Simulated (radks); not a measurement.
The numbers below are computed, except where a source is named.
Tc I, configuration [Kr] 4d3 5s1 5p3 (not the ground configuration).

Level of theory: scalar-relativistic Kohn-Sham, SCAN, spin-polarised, spherical densities, finite nucleus; open shells are filled with parallel spins first (spin-orbit coupling, left out, can overturn this in heavy ions); meta-GGA in the generalised Kohn-Sham scheme; Fermi nuclear charge, rms radius 4.4112 fm (a radial shooting solver on a logarithmic mesh with Libxc functionals).

Energy parts (Ry):
total: -8571.83767
kinetic: 8851.45627
electron-nucleus: -20624.79891
Hartree: 3459.01506
exchange-correlation: -257.51009

Orbitals (lengths in bohr, moments of r in powers of bohr; <r^-3> diverges for s and p1/2):
| orbital | occ. | eigenvalue (Ry) | <1/r> | <r^-3> |
|---|---|---|---|---|
| 1s up | 1 | -1537.901 | 44.70 | - |
| 1s down | 1 | -1537.894 | 44.70 | - |
| 2s up | 1 | -221.1934 | 10.10 | - |
| 2s down | 1 | -221.1505 | 10.10 | - |
| 2p up | 3 | -197.8154 | 9.792 | 2769 |
| 2p down | 3 | -197.7785 | 9.793 | 2770 |
| 3s up | 1 | -39.65274 | 3.492 | - |
| 3s down | 1 | -39.62981 | 3.490 | - |
| 3p up | 3 | -31.90570 | 3.318 | 470.0 |
| 3p down | 3 | -31.87655 | 3.317 | 469.5 |
| 3d up | 5 | -19.44343 | 3.082 | 62.65 |
| 3d down | 5 | -19.39534 | 3.082 | 62.62 |
| 4s up | 1 | -6.42884 | 1.296 | - |
| 4s down | 1 | -6.19174 | 1.302 | - |
| 4p up | 3 | -4.27529 | 1.164 | 71.39 |
| 4p down | 3 | -4.02113 | 1.173 | 72.78 |
| 4d up | 3 | -1.20501 | 0.8658 | 5.867 |
| 5s up | 1 | -0.76104 | 0.4543 | - |
| 5p up | 3 | -0.35127 | 0.3662 | 7.118 |

The highest occupied level is 5p up at -4.779 eV. The electron density at the nucleus is 1.022e+05 e/bohr^3 (large components only). The density falls to 0.001 e/bohr^3 at r = 5.19 bohr. Spin moment in Bohr magnetons: 7. The spin density at the nucleus is 18.07 e/bohr^3 (1s -0.07, 2s -0.83, 3s 1.15, 4s -2.02, 5s 19.84). Summed over all electrons, <r^2> = 74.66 bohr^2, which gives a Langevin (diamagnetic) susceptibility term of -59.1 x 10^-6 cm^3/mol.

Empty levels of this run are not shown, since the potential may be unsettled where no density lies.
